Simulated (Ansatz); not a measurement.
```yaml
crystal:
  periodic: [false, false, false]
  atoms:
    - {symbol: C, position_ang: [-1.249163, -0.138487, 0.077038]}
    - {symbol: In, position_ang: [0.773291, 0.879125, 0.612133]}
    - {symbol: Se, position_ang: [2.403195, -0.682446, -0.201678]}
    - {symbol: H, position_ang: [-2.020498, 0.666842, 0.024041]}
    - {symbol: H, position_ang: [-1.164636, -0.459643, -1.069577]}
    - {symbol: H, position_ang: [-1.644473, -1.003272, 0.762028]}
    - {symbol: H, position_ang: [1.260104, 2.346334, 0.840323]}
    - {symbol: H, position_ang: [1.408700, -1.821434, -0.716225]}
basis:
  gaussian: {orbitals: def2-mTZVPP}
hamiltonian: {xc: {name: r2SCANh}, dispersion: d3bjatm}
relax: {f_tol: 0.0001, max_steps: 1}
output: {forces: true}
```

```sh
$ ansatz run in.yaml --threads 4 --pin off --events-out ev --progress --plain --max-ram 10444MiB
```

It prints (some lines left out):

```
Functional definition: r2SCANh
1270 factors; integrals over basis functions are off by at most 3.3e-4 eV
mean field evaluation 1: about -71636.1428 eV, gradient 5.0e1 eV
mean field evaluation 2: about -71626.5531 eV, gradient 6.9e1 eV
mean field evaluation 4: about -71642.3312 eV, gradient 4.3e0 eV
mean field evaluation 8: about -71642.3972 eV, gradient 9.0e-2 eV
mean field evaluation 16: about -71642.3972 eV, gradient 2.9e-5 eV
mean field -71642.39718358 eV, -2632.8095355355 hartree, gradient 2.9e-5 eV, S^2 0.000000; 0 other end points of the search recorded, 0 dependent functions left out
reference -71642.39719897 eV, -2632.8095361012 hartree; 33, 33 occupied and 83, 83 virtual orbitals, 1270 factors
relax step   1: F+E_penalty+E_count = -71642.44578057 eV  Δ(F+E_penalty+E_count) = +0.000e0 eV  max|allowed force component| = 3.148e0 eV/Å  Δτ_max = 0.0000 Å  (26 SCF iters, accepted)
Error: geometry relaxation did not converge after 1 steps: max|allowed force component| = 3.15e0 eV/Å (threshold 1.0e-4). Raise `relax.max_steps` over both its present limit and 1, loosen `relax.f_tol`, or start from a geometry closer to equilibrium. Where this run's directory can be resumed (`checkpoint.write`), a resume goes on for up to `relax.max_steps` more
```

Question: Something in this input is off. What?

Answer: The relaxation is allowed too few steps for its threshold. The run did not converge.
